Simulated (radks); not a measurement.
Neutral argon inside a hard spherical wall (all orbitals vanish at R), configuration held at [Ar] and not refilled when levels cross. All-electron calculation, non-relativistic Kohn-Sham, PBE, spin-polarised, spherical densities, point nucleus. Program: a radial shooting solver on a logarithmic mesh with Libxc functionals. Eigenvalues in eV for spin up, with the zero of energy where the potential of the charges vanishes at infinity; a dash marks a level that is unbound or too diffuse for the functional's potential to be trusted. A positive occupied level is held by the wall or, in an anion where self-interaction has pushed it up, behind a barrier. The pressure on the wall is -dE/dV.

R (bohr),E (hartree),kinetic (hartree),e(2s),e(2p),e(3s),e(3p),"e(4s, empty)","e(4p, empty)",pressure (GPa)
free,-527.34613,526.733,-294.73,-229.77,-24.061,-10.286,-,-,0
20,-527.34613,526.733,-294.73,-229.77,-24.061,-10.286,-,-,< 0.0001
15,-527.34613,526.733,-294.73,-229.77,-24.061,-10.286,-,-,< 0.0001
12,-527.34613,526.733,-294.73,-229.77,-24.061,-10.286,-0.124,1.195,< 0.0001
10,-527.34613,526.733,-294.73,-229.77,-24.061,-10.286,0.117,1.762,0.000119
5,-527.32764,526.876,-293.93,-228.96,-23.475,-9.684,7.076,12.035,3.06
3.5,-527.06055,528.341,-288.48,-223.45,-19.754,-5.568,27.072,35.638,104
2.5,-525.23222,535.754,-269.98,-204.58,-5.968,10.064,85.781,97.208,1670
2,-521.00173,549.462,-245.51,-179.37,17.570,35.877,173.13,183.46,8530
1.5,-505.78810,590.222,-195.42,-126.98,90.070,110.49,401.31,398.40,59100
